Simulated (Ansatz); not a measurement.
Start from `[F][SnH]([F])[O]C(F)(F)F` and change one atom or group to get `FC(F)(F)O[SiH3]`.

Ansatz, PBE0-D4/def2-TZVP geometries, multiplicity 1. Each molecule was computed in one conformer, which needn't be the lowest.

Elements past krypton have def2 core potentials.

```csv
property,`[F][SnH]([F])[O]C(F)(F)F`
size of the dipole moment (ωB97M-V/def2-TZVPP) / D,3.86
LUMO energy (PBE/def2-TZVPP) / eV,-3.26
HOMO–LUMO gap (B3LYP/def2-TZVPP) / eV,7.64
size of the dipole moment (PBE/def2-TZVPP) / D,3.63
LUMO energy (ωB97M-V/def2-TZVPP) / eV,-0.16
HOMO–LUMO gap (PBE0/def2-TZVPP) / eV,8.32
```

Task: What does the change do to each property? (An estimate is asked.)

Result: The calculation gave: 
```
                                          property  `FC(F)(F)O[SiH3]`  shift
size of the dipole moment (ωB97M-V/def2-TZVPP) / D               2.12  -1.74
                 LUMO energy (PBE/def2-TZVPP) / eV              -1.08   2.18
             HOMO–LUMO gap (B3LYP/def2-TZVPP) / eV               9.10   1.46
    size of the dipole moment (PBE/def2-TZVPP) / D               2.02  -1.61
             LUMO energy (ωB97M-V/def2-TZVPP) / eV               1.50   1.66
              HOMO–LUMO gap (PBE0/def2-TZVPP) / eV               9.53   1.21
```

With PBE0 the HOMO rises by 0.84 eV and the LUMO rises by 2.05 eV, so the gap widens by about 1.21 eV. PBE moves the HOMO by 0.48 eV and ωB97M-V by 1.01 eV. Dipoles are sizes alone; their direction can turn.

B3LYP here is the variant with VWN-RPA as its local correlation; programs differ in this.
